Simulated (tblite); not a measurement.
Compound: C6H12OSi.
Structure used (GFN2-xTB), in Å, numbered top down from 1:
```
atom  x, y, z in Å
Si1    2.5236   -0.0420    1.1087
C2     1.7076   -0.2260   -0.6033
C3     0.2621    0.2084   -0.4506
C4    -0.7030   -0.3933   -1.4751
C5    -2.1182   -0.1519   -1.0456
C6    -2.4162    0.1783    0.2001
C7    -1.3593    0.3274    1.2543
O8    -0.1127   -0.1878    0.8591
H9     2.1383   -1.1215    2.0089
H10    2.2157    1.2748    1.6676
H11    3.9765   -0.1101    0.8843
H12    1.7470   -1.2680   -0.9196
H13    2.2013    0.3652   -1.3721
H14    0.1998    1.3088   -0.5132
H15   -0.5270   -1.4715   -1.5489
H16   -0.5211    0.0418   -2.4601
H17   -2.8873   -0.2684   -1.7956
H18   -3.4296    0.3681    0.5197
H19   -1.2639    1.3974    1.5181
H20   -1.6389   -0.2191    2.1602
```

Calculated harmonic vibrations of the isolated species, GFN2-xTB (tblite), most abundant isotopes, no scaling. Errors from tens to a few hundred cm⁻¹ against measured bands are possible. Modes of hydrogen on silicon can be 10 to 20 % off. One conformer, not necessarily the lowest.

Harmonic wavenumbers (cm⁻¹): 59.8, 106.0, 129.2, 190.2, 230.6, 318.3, 363.7, 460.4, 463.3, 509.9, 529.4, 581.3, 682.9, 749.7, 770.7, 778.2, 795.5, 812.3, 817.4, 890.9, 907.9, 953.0, 980.4, 994.8, 1010.4, 1076.8, 1095.9, 1104.1, 1136.1, 1183.0, 1192.1, 1226.7, 1233.8, 1292.9, 1313.0, 1329.1, 1340.0, 1349.2, 1451.7, 1456.5, 1481.5, 1725.6, 2194.1, 2255.6, 2309.4, 2795.7, 2824.0, 2938.6, 2949.7, 2975.8, 2990.5, 3008.1, 3065.2, 3087.0.

A = 3789, B = 1106, C = 895.1 MHz; mass 128.066 u (most abundant isotopes); point group C1, symmetry number 1.

Question: What is the zero-point energy?

Answer: ½Σν̃ = 35234 cm⁻¹ = 421.49 kJ/mol.

Question: What is S at 298.15 K and 1 bar for an ideal gas of classical rigid rotors and harmonic oscillators?

Answer: Translation 169.37, rotation 120.67, vibration 97.96: S = 388.0 J/(mol K).

Question: And Cp and H(298.15 K) − H(0)?

Answer: Cp = 155.46 J/(mol K), of which vibrations give 122.20 (their classical limit is 54 R = 449.0); H(298.15 K) − H(0) = 26.36 kJ/mol without the zero-point energy, 16.45 from vibrations.

Question: What must be added to the electronic energy to get the Gibbs energy at 298.15 K and 1 bar?

Answer: ZPE + [H(298.15 K) − H(0)] − T·S = 421.49 + 26.36 − 115.68 = 332.17 kJ/mol.

Question: Which modes carry the vibrational entropy at 298.15 K?

Answer: 59.8 cm⁻¹: 18.68; 106.0 cm⁻¹: 13.98; 129.2 cm⁻¹: 12.38; 190.2 cm⁻¹: 9.31; 230.6 cm⁻¹: 7.84; 318.3 cm⁻¹: 5.52 J/(mol K); the other 48 give 30.25 together.

Question: How do the functions run with temperature in this model?

Answer: 
```tsv
T (K)	S (J/(mol K))	Cp (J/(mol K))	H − H(0) (kJ/mol)	G − H(0) (kJ/mol)	ln q(vib)
150	308.6	86.1	8.66	-37.63	2.04
250	362.8	131.5	19.46	-71.24	4.09
400	440.6	203.9	44.71	-131.52	7.49
600	538.2	277.7	93.36	-229.56	12.34
900	665.2	347.2	188.01	-410.65	19.57
```

q(vib) and H(0) count from the zero-point level.

Hindered rotation and anharmonicity are outside this model. Other conformers, if any are populated, would add a mixing term that is left out. The structure is chiral; the term R ln 2 for an equal mix with its mirror image is left out.
